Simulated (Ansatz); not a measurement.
Relaxation of the cluster AlSi4⁺ with RKS PBE-D4/def2-SVP.

```sh
$ ansatz run in.yaml --threads 4 --pin off --events-out ev --progress --plain --max-ram 4787MiB
```

```yaml
crystal:
  periodic: [false, false, false]
  atoms:
    - {symbol: Al, position_ang: [-0.753060, -0.785810, 0.017350]}
    - {symbol: Si, position_ang: [-0.104130, 1.646580, 0.032920]}
    - {symbol: Si, position_ang: [-2.351050, 1.447230, 0.120870]}
    - {symbol: Si, position_ang: [1.650030, -0.026940, -0.067390]}
    - {symbol: Si, position_ang: [1.558210, -2.281050, -0.103760]}
basis:
  gaussian: {orbitals: def2-SVP}
total_charge: 1
hamiltonian: {xc: pbe, dispersion: d4}
scf: {lower_state_search: "off"}
output: {orbitals: {seedname: orbitals}}
relax: {f_tol: 0.02, max_steps: 100}
```

It took 5.5 s on 4 threads of Arm Neoverse V1 on a shared host.

Positions (Å) and forces (eV/Å) at steps 1, 2, 3, 4, 5, 7 of 7:

```xyz
5
step=1 energy=-38065.2136 eV
Al   -0.753   -0.786    0.017    0.030    0.006   -0.002
Si   -0.104    1.647    0.033    1.088   -0.635   -0.649
Si   -2.351    1.447    0.121    0.053   -0.462    0.257
Si    1.650   -0.027   -0.067   -0.695    1.075    0.640
Si    1.558   -2.281   -0.104   -0.476    0.017   -0.246
5
step=2 energy=-38065.7062 eV
Al   -0.749   -0.787    0.016   -0.094   -0.088    0.003
Si   -0.020    1.633   -0.117    0.522   -0.189   -0.583
Si   -2.257    1.289    0.180   -0.067   -0.163    0.280
Si    1.634    0.060    0.081   -0.200    0.532    0.577
Si    1.392   -2.195   -0.160   -0.161   -0.091   -0.277
5
step=3 energy=-38065.9423 eV
Al   -0.761   -0.799    0.017   -0.084   -0.077    0.003
Si   -0.006    1.607   -0.315    0.229   -0.314   -0.197
Si   -2.218    1.273    0.268    0.307   -0.122    0.101
Si    1.613    0.078    0.279   -0.320    0.223    0.201
Si    1.372   -2.160   -0.249   -0.133    0.291   -0.107
5
step=4 energy=-38066.0802 eV
Al   -0.802   -0.841    0.019   -0.063   -0.074    0.001
Si    0.029    1.537   -0.493    0.025   -0.246    0.042
Si   -2.105    1.241    0.345    0.114    0.183    0.023
Si    1.545    0.113    0.458   -0.250    0.009   -0.039
Si    1.333   -2.050   -0.329    0.173    0.128   -0.028
5
step=5 energy=-38066.1142 eV
Al   -0.835   -0.876    0.019   -0.149   -0.155    0.003
Si    0.032    1.457   -0.591    0.052   -0.007    0.115
Si   -2.041    1.289    0.397    0.133   -0.020   -0.057
Si    1.467    0.115    0.558   -0.012    0.049   -0.116
Si    1.377   -1.985   -0.382   -0.024    0.132    0.054
5
step=7 energy=-38066.1225 eV
Al   -0.866   -0.908    0.020    0.003    0.003    0.000
Si    0.044    1.445   -0.599    0.008   -0.006    0.002
Si   -2.011    1.291    0.400   -0.003   -0.002    0.002
Si    1.454    0.127    0.565   -0.007    0.008   -0.003
Si    1.378   -1.955   -0.386   -0.002   -0.003   -0.001
```

The restricted singlet is unstable towards broken spin symmetry at other levels; at PBE-D4/def2-SVP this wasn't settled. Another isomer (singlet) lies 0.87 eV lower at PBE0-D4/def2-TZVP; other spin states weren't run for this one.
